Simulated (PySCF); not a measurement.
Telling isomers of C₆H₁₂N₂ apart by NMR

[PySCF 2.14: geometry: GFN2-xTB; NMR shieldings at PBE0/pcSseg-1/GIAO; rapidly exchanging positions averaged; relativity neglected; a single conformation; in vacuum]

References, each an isolated molecule treated in the same way: $^{1}$H (31.72 ppm), $^{13}$C (186.93 ppm) vs TMS. Where no couplings were computed, multiplicities follow the n + 1 count of equivalent neighbours, and m marks all less simple cases (inequivalent or close neighbours, rings, F or P nearby). Shifts are as computed. Against solution values, carbons near 30 ppm lie about +3 ppm off and those near 130 ppm about +5 ppm. Of 1211 compounds with measured shifts, 218 miss one by over three times the rms of a fit or turn the order of signals round; such compounds aren't used in these exercises.

(1) Tabulate the signals of `CCC1=NN(C)CC1`, `C=N/N=C/C(C)(C)C` and their relative energies.

(2) What is the quickest way to tell CCC1=NN(C)CC1 from C=N/N=C/C(C)(C)C?

## Answers

(1) 
```tsv
SMILES	carbon types	δC	δH	E rel. (kcal/mol)
CCC1=NN(C)CC1	1×C 3×CH2 2×CH3	149.1, 56.0, 43.1, 37.0, 28.4, 15.3	3.15 (m, 2H), 2.89 (s, 3H), 2.71 (m, 2H), 2.37 (q, 2H), 1.06 (t, 3H)	0.0
C=N/N=C/C(C)(C)C	1×C 1×CH 1×CH2 3×CH3	136.7, 115.5, 37.4, 29.1	6.25 (s, 1H), 6.16 (m, 1H), 6.01 (m, 1H), 1.11 (s, 9H)	20.0
```

Energies are electronic energies at PBE0/pcSseg-1 on these geometries, without zero-point or thermal terms, each for the one conformer computed, which needn't be the lowest.

(2) Count the carbon signals: 6 against 4. The first has a C=N carbon (C) at 149.1 ppm, the second a C=N carbon (CH) at 136.7 ppm. In the proton spectra the most deshielded non-exchanging signals are 3.15 (m, 2H) and 6.25 (s, 1H).
